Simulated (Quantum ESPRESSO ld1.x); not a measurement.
Values are calculated unless marked as measured or tabulated.
Problem. The chlorine ion Cl3+, 14 electrons, occupied as [He] 2s2 2p4 3s2 3p2 4p2 (not the ground configuration). Code: ld1.x of Quantum ESPRESSO 7.5. Model: scalar-relativistic Kohn-Sham, LDA (Slater exchange, VWN5 correlation), spin-polarised, spherical densities, point nucleus; open shells are filled with parallel spins first. Some entries of the table are withheld. Estimate them.

orbital  occ.  eigenvalue (hartree)  <r> (bohr)
1s up       1              -106.396     0.09116
1s down     1              -106.155     0.09101
2s up       1              -13.5701      0.4252
2s down     1              -13.2095      0.4279
2p up       3              -11.5823      0.3796
2p down     1              -11.1629      0.3835
3s up       1              -3.05713       1.217
3s down     1              -2.87923       1.235
3p up       2              -2.51413       1.256
3p down     0              -2.33723       1.282
3d up       0              -1.70789       1.286
3d down     0              -1.54608       1.325
4s up       0              -1.05177         (1)
4s down     0              -0.95109         (2)
4p up       2              -0.88986       3.000
4p down     0              -0.79434       3.129
4f up       0              -0.48240       3.550
4f down     0              -0.41502       3.936
5p up       0              -0.41260       5.574
5p down     0              -0.38461       5.902

Solution. 
(1) 4s up <r> (bohr): 2.793
(2) 4s down <r> (bohr): 2.875
